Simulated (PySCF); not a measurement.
Species: (F)2Al-O-SiH3.
Bonds: Al1–F2, Al1–F3, Al1–O4, O4–Si5. Hydrogens: H6, H7, H8 on Si5.

A linear-response calculation (PySCF, def2-SVPD basis, gas phase, vertical, core orbitals frozen in the response) gave these numbers; the functional is withheld.

Orbital energies (eV): HOMO-3 -12.91, HOMO-2 -12.71, HOMO-1 -10.70, HOMO -10.62, LUMO -0.70, LUMO+1 0.94, LUMO+2 1.19.

| state | E (eV) | f | main configurations (H = HOMO, L = LUMO) |
| --- | --- | --- | --- |
| S1 | 6.83 | 0.0050 | H→L (86%) |
| S2 | 6.95 | 0.0058 | H-1→L (86%) |
| S3 | 8.31 | 0.0048 | H→L+3 (55%), H-2→L (29%) |
| S4 | 8.36 | 0.0024 | H→L+1 (85%), H-2→L+1 (12%) |
| S5 | 8.45 | 0.0058 | H-1→L+3 (59%), H-3→L (21%), H-1→L+2 (10%) |
| S6 | 8.75 | 0.101 | H-1→L+1 (84%) |

Triplets, Tamm–Dancoff:

```json
{"state": "T1", "E (eV)": "6.56", "λ (nm)": "188.9", "main configurations (H = HOMO, L = LUMO)": "H→L (80%)"}
{"state": "T2", "E (eV)": "6.66", "λ (nm)": "186.2", "main configurations (H = HOMO, L = LUMO)": "H-1→L (80%)"}
{"state": "T3", "E (eV)": "7.88", "λ (nm)": "157.2", "main configurations (H = HOMO, L = LUMO)": "H→L+3 (55%), H-2→L (28%)"}
{"state": "T4", "E (eV)": "7.98", "λ (nm)": "155.3", "main configurations (H = HOMO, L = LUMO)": "H-1→L+3 (56%), H-3→L (26%)"}
```

Vertical ionisation energy by ΔSCF with the same functional: 11.69 eV. Mean static polarisability: 49.4 au.

Question: Name the functional.
A. CAM-B3LYP
B. HF
C. B3LYP
D. PBE

Answer: A. CAM-B3LYP is range-separated, 19% exact exchange at short range and 65% at long range (ω = 0.33 bohr⁻¹). In this run −ε(HOMO) = 10.62 eV differs from the ΔSCF value by -1.07 eV, and S1 differs from the orbital gap of 9.92 eV by -3.08 eV. The ratio −ε(HOMO)/IP is 0.91. Small neutral molecules mostly give 0.85 to 0.93 with CAM-B3LYP, 0.5 to 0.7 with PBE, 0.67 to 0.83 with B3LYP; with Hartree–Fock the ratio is 1 or more (Koopmans' value less the relaxation energy is the ΔSCF value). The other options: PBE, a GGA without exact exchange; HF, time-dependent Hartree–Fock, 100% exact exchange; B3LYP, a global hybrid with 20% exact exchange.

Method used: PySCF, TDDFT CAM-B3LYP/def2-SVPD, vertical, gas phase, core orbitals frozen in the response. Isolated species at its PBE0-D3(BJ)/def2-SVP geometry, gas phase.
